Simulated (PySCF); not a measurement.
Computed IR spectrum (relative IR intensity) of a molecule C2H3Cl2FSi. Geometry: PBE-D3(BJ)/def2-SVP. One conformer was computed; it need not be the lowest. All values below come from PBE-D3(BJ)/def2-SVP (PySCF). Frequencies are harmonic and unscaled.

Lines under 2 % of the strongest are left out, and lines within 2 cm⁻¹ are merged.

ν (cm⁻¹): 364 (w), 474 (w), 479 (vw), 614 (m), 646 (w), 792 (m), 874 (vs), 899 (m), 904 (vw), 941 (vs), 1179 (s), 1600 (m), 2175 (m), 2183 (m), 2196 (m) (against the strongest line: vs over 80 %, s over 45 %, m over 15 %, w over 4 %, vw less)

Problem. Pick the molecule that these values belong to.
A. F/C(Cl)=C\[SiH2]Cl
B. F[SiH2]C=C(Cl)Cl
C. C=C(Cl)[Si@@H](F)Cl
D. FC([SiH3])=C(Cl)Cl

Solution. D, FC([SiH3])=C(Cl)Cl
